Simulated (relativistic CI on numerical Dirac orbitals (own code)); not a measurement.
**Ligand-field terms of d7**

Computed with a parametric ligand-field model of a d^n configuration (Racah B and C, spin-orbit zeta, crystal field), exact diagonalisation.

Field parameters in Wybourne normalisation: Oh B⁴₀ = 21Dq, B⁴₄ = √(5/14) B⁴₀. The field is a parameter set, without covalency.

Lowest levels for B = 340, C = 1520, ζ = 500 cm⁻¹, Oh, 10Dq = 9250 cm⁻¹?

Γ8 0 (S 0.60), Γ6 1691 (S 1.50), Γ8 2012 (S 1.49), Γ7 2570 (S 1.50), Γ8 2684 (S 1.45), Γ8 8139 (S 0.56), Γ6 8612 (S 0.54), Γ8 8630 (S 0.57), Γ7 8823 (S 0.56) cm⁻¹, with S from ⟨S²⟩ = S(S + 1). The ground level has 1.11 electrons in the cubic e pair; its S is far from a half-integer, so spin-orbit coupling mixes spin states.

Lowest levels for B = 680, C = 2930, ζ = 850 cm⁻¹, Oh, 10Dq = 14350 cm⁻¹?

Γ8 0 (S 0.95), Γ6 279 (S 1.50), Γ8 909 (S 1.45), Γ7 1817 (S 1.50), Γ8 2442 (S 1.25), Γ8 12564 (S 0.81), Γ8 13393 (S 0.81), Γ6 13395 (S 0.91), Γ7 13679 (S 0.92) cm⁻¹, with S from ⟨S²⟩ = S(S + 1). The ground level has 1.42 electrons in the cubic e pair.

Lowest levels for B = 350, C = 1240, ζ = 140 cm⁻¹, Oh, 10Dq = 10000 cm⁻¹?

Γ8 0 (S 0.50), Γ6 3605 (S 1.50), Γ8 3694 (S 1.50), Γ7 3844 (S 1.50), Γ8 3849 (S 1.50), Γ8 9103 (S 0.50), Γ6 9205 (S 0.50), Γ8 9372 (S 0.50), Γ7 9425 (S 0.50) cm⁻¹, with S from ⟨S²⟩ = S(S + 1). The ground level has 1.03 electrons in the cubic e pair.

Lowest levels for B = 970, C = 3580, ζ = 270 cm⁻¹, Oh, 10Dq = 11750 cm⁻¹?

Γ6 0 (S 1.50), Γ8 183 (S 1.50), Γ8 477 (S 1.50), Γ7 507 (S 1.50), Γ8 6256 (S 0.51), Γ6 10628 (S 1.50), Γ8 10638 (S 1.50), Γ8 10714 (S 1.50), Γ7 10805 (S 1.50) cm⁻¹, with S from ⟨S²⟩ = S(S + 1). The ground level has 2.07 electrons in the cubic e pair.

Lowest levels for B = 560, C = 2170, ζ = 1200 cm⁻¹, Oh, 10Dq = 29050 cm⁻¹?

Γ8 0 (S 0.51), Γ6 17230 (S 1.50), Γ8 17898 (S 1.49), Γ7 19197 (S 1.50), Γ8 19238 (S 1.49), Γ8 26939 (S 0.51), Γ8 27978 (S 0.51), Γ6 27997 (S 0.51), Γ7 28238 (S 0.51) cm⁻¹, with S from ⟨S²⟩ = S(S + 1). The ground level has 1.02 electrons in the cubic e pair.
